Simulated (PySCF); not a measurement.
Vertical excitations of a molecule C3H6GeO from TDDFT-M06-2X/def2-SVPD (PySCF), as energy in eV (oscillator strength): 4.50 (0.001), 5.74 (0.096), 5.91 (0.000), 6.26 (0.005), 6.53 (0.034), 6.88 (0.000), 6.97 (0.002), 7.15 (0.005), 7.29 (0.000), 7.43 (0.001). Lowest triplet (TDA): 4.03 eV. Geometry optimised at PBE-D3(BJ)/def2-SVP. Other conformers were not sampled.

Question: Which structure fits?
A) C1=[CH][GeH2][O]C1
B) C[C]1=C[O][GeH2]1
C) O=[C]1C[CH2][GeH2]1
D) C#C[CH2][GeH2][OH]

Answer: B, C[C]1=C[O][GeH2]1
